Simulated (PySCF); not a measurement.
AlCl2GeH3.

```xyz
7

Al     0.3880    -0.3315     0.3288
Cl     2.3831    -0.6443    -0.2464
Cl    -0.2307    -1.2719     2.1019
Ge    -1.1595     1.0290    -0.9983
H     -2.0175     1.9214    -0.0831
H     -0.4013     1.9213    -1.9962
H     -2.1116     0.1145    -1.7933
```

Coordinates come from a PBE0-D3(BJ)/def2-SVP optimisation. The structure was generated by enumeration; whether it is a known compound was not checked.

Level of theory: PBE0/pcSseg-1 run with PySCF. Non-relativistic, no solvent.

Q: Give the absolute GIAO shielding of each atom: isotropic value and principal components (ppm). (The exact figures need the calculation; the answer reports its results.)

A: 
| atom | σ(iso) | σ11 | σ22 | σ33 | span |
|---|---|---|---|---|---|
| Al1 | 353.1 | 300.1 | 340.7 | 418.3 | 118.2 |
| Cl2 | 818.4 | 621.6 | 837.4 | 996.3 | 374.7 |
| Cl3 | 819.8 | 623.8 | 839.3 | 996.2 | 372.4 |
| Ge4 | 1728.3 | 1685.1 | 1721.7 | 1778.1 | 93.0 |
| H5 | 28.0 | 21.7 | 22.9 | 39.3 | 17.6 |
| H6 | 28.0 | 21.6 | 23.0 | 39.4 | 17.8 |
| H7 | 27.9 | 21.9 | 22.7 | 39.1 | 17.2 |
